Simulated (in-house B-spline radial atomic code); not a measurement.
# Tc4+: [Ar] (3d3/2)4 (3d5/2)5 4s2 (4p1/2)2 (4p3/2)3 4d5 (with a hole in an inner shell)

Level of theory: Dirac-Kohn-Sham relativistic LDA, spherical fractional occupations, Fermi nucleus of rms radius 4.41117 fm; calculated with a radial B-spline atomic code at the basis-set limit.

Effective charges: Z_r = [3n² - l(l+1)]/(2<r>) from the radius, Z_e = n√(-2ε) from the energy, and Slater's rules. Values are occupation-weighted means over j. An effective charge above Z reflects the relativistic contraction of the inner shells.

```csv
shell,electrons,ε (eV),<r> (bohr),Z_r,Z_e,Slater
1s,2,-20824,0.0344,43.60,39.12,42.70
2s,2,-3043.6,0.1497,40.09,29.91,38.85
2p,6,-2739.2,0.1304,38.34,28.38,38.85
3s,2,-586.68,0.4133,32.66,19.70,31.75
3p,6,-485.99,0.4127,30.29,17.93,31.75
3d,9,-322.22,0.3919,26.79,14.60,22.20
4s,2,-125.61,1.018,23.58,12.15,16.45
4p,5,-96.552,1.104,20.84,10.66,16.45
4d,5,-53.188,1.363,15.41,7.91,7.60
```

The least bound orbital is 4d5/2 at -53.01 eV, and it is also the most diffuse (<r> = 1.367 bohr). The part-filled 3d shell lies below the filled 4s shell in orbital energy.

For the 1s electron the small component carries 2.45 % of the norm, the zero-frequency Breit interaction raises the level by 41.43 eV, self-energy by 22.73 eV, and vacuum polarisation lowers it by 2.67 eV.
